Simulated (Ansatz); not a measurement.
Basis-set series for `C1=C[Te]1`. Total charge 0; spin multiplicity 1. Te takes the def2 core potential. The structure was optimised at the PBE0-D4/def2-TZVP level.

| functional | basis | functions | energy (Eh) | HOMO (eV) | LUMO (eV) |
| --- | --- | --- | --- | --- | --- |
| PBE0-D4 | def2-SVP | 64 | -345.19064 | -5.30 | -1.07 |
| PBE0-D4 | def2-TZVPP | 140 | -345.29110 | -5.39 | -1.24 |
| ωB97M-V | def2-SVP | 64 | -345.20771 | -7.36 | 0.96 |
| ωB97M-V | def2-TZVPP | 140 | -345.31292 | -7.46 | 0.68 |

Q: Give the rows for def2-QZVPP. (Estimate.)

A: Ansatz gave: 
| functional | basis | functions | energy (Eh) | HOMO (eV) | LUMO (eV) |
| --- | --- | --- | --- | --- | --- |
| PBE0-D4 | def2-QZVPP | 256 | -345.29752 | -5.41 | -1.28 |
| ωB97M-V | def2-QZVPP | 256 | -345.31917 | -7.49 | 0.57 |

Positive LUMOs are unbound and depend on the basis.
